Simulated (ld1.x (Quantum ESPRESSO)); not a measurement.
Before and after: RRKJ potential for nitrogen

ld1.x (Quantum ESPRESSO) 7.5 input, shortened:

```
&input
   title='N', zed=7., rel=1, dft='PBE', iswitch=3,
   config='[He] 2s2 2p3'
 /
 &inputp
   pseudotype=2, tm=.false., lloc=0,
   nlcc=.true.
 /
2
2P  2  1   3.00   0.00  2.50  2.50  0.0
2S  1  0   2.00   0.00  0.90  0.90  0.0
 &test
   configts(1)='2s2 2p3'
 /
```

Change: core correction a·sin(br)/r model core inside 0.90 bohr.

Cutoffs: the cutoffs (Ry, on a coarse ladder) from which the occupation-weighted sum of valence levels, in a spherical-Bessel basis at the reference potential, stays within 10 and 1 mRy of its value at 400 Ry; they do not see the model core or the augmentation charge, which bear on the density cutoff. Errors are all-electron minus pseudo energies relative to the spin-unpolarised reference configuration.

Problem. How do hardness, ghosts and transferability respond?

Solution. The potential gets neither clearly harder nor softer (55 Ry and 140 Ry → 55 Ry and 140 Ry); of the 7 tests that both files solve, the error grows in 0 and shrinks in 2 by more than 15 % and 0.3 meV (median size 206.8 → 168.7 meV); neither file shows a bound ghost. The default core radius of the base comes out at 0.41 bohr. A wider model core is smoother and lowers the density cutoff, which this test does not measure.

```tsv
quantity	base	changed
cutoff, loose	55 Ry	55 Ry
cutoff, tight	140 Ry	140 Ry
bound ghosts	none	none
error for 2s2 2p2, meV [ΔE 13.59 eV]	+150	+151
error for 2s2 2p1, meV [ΔE 42.45 eV]	+1207	+1206
error for 2s2 2p0, meV [ΔE 89.53 eV]	+4440	+4431
error for 2s1 2p4, meV [ΔE 11.51 eV]	-52	-43
error for 2s0 2p5, meV [ΔE 23.04 eV]	-207	-169
error for 2s1 2p3, meV [ΔE 25.37 eV]	-236	-228
error for 2s2 2p2.5, meV [ΔE 5.09 eV]	+23	+23
s: phases at 2.71 bohr within 0.05 rad from the reference energy up to (Ry; the scan ends near 5)	to the end of the scan	to the end of the scan
p: phases at 2.71 bohr within 0.05 rad from the reference energy up to (Ry; the scan ends near 5)	0.7	0.7
```
